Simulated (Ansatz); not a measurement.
Reaction (atomization): `BC[SiH2]S` → B• + C• + 7 H• + S• + Si•

Calculated with Ansatz (gas phase, PBE0-D4/def2-TZVP geometries, no zero-point term in ΔE). CBS: MP2 limit from def2 TZ/QZ plus the TZ coupled-cluster correction, frozen cores. This one scheme is used for every species, atoms too. Functionals use def2-TZVPP. No spin–orbit coupling; open shells (•) take unrestricted orbitals. Spin–orbit coupling would lower the free atoms: a little for B, C, S, Si. One conformer a species, not always the lowest.

`BC[SiH2]S`:

```xyz
11

B     1.245    0.565    1.288
C     0.843    0.103   -0.120
Si   -0.991   -0.349   -0.084
S    -1.625   -1.219   -1.932
H     1.651   -0.222    2.094
H     1.096    1.705    1.624
H     1.340   -0.809   -0.465
H     0.906    0.885   -0.884
H    -1.797    0.859    0.222
H    -1.270   -1.405    0.919
H    -1.398   -0.113   -2.661
```

```json
{"level": "r2SCAN-D4", "ΔE (kcal/mol)": "890.9"}
{"level": "r2SCAN0-D4", "ΔE (kcal/mol)": "884.4"}
{"level": "PBE", "ΔE (kcal/mol)": "885.5"}
{"level": "BHLYP", "ΔE (kcal/mol)": "867.8"}
{"level": "CCSD(T)/def2-SVP", "ΔE (kcal/mol)": "834.9"}
{"level": "HF/def2-TZVPP", "ΔE (kcal/mol)": "680.5"}
{"level": "SCS-MP2/def2-QZVPP", "ΔE (kcal/mol)": "884.7"}
{"level": "CCSD/CBS(def2)", "ΔE (kcal/mol)": "875.6"}
```

(1) What does CCSD(T)/CBS give? (Best estimate.)

Largest T1 diagnostic among the species: 0.014.

Answers

(1) Computed: +885.1 kcal/mol. The listed levels differ from it by 5.8, -0.7, 0.4, -17.3, -50.2, -204.6, -0.4, -9.5 kcal/mol.

From BLYP to BHLYP (50 % exact exchange), in def2-TZVPP and without D4, ΔE moves by +1.4 kcal/mol. The D4 term adds +8.8 kcal/mol with B3LYP and +4.6 kcal/mol with PBE0; it sums over pairs of atoms, weighted by their polarisabilities, and B3LYP, whose exchange is more repulsive, gets the larger term.

B3LYP here is the variant with VWN-RPA as its local correlation; programs differ in this.

For atomizations the MP2-based limit and the directly extrapolated one differ by several kJ/mol either way, and by 10 to 25 for some Ge, Se and Sn compounds, so smaller differences from it don't rank the levels.
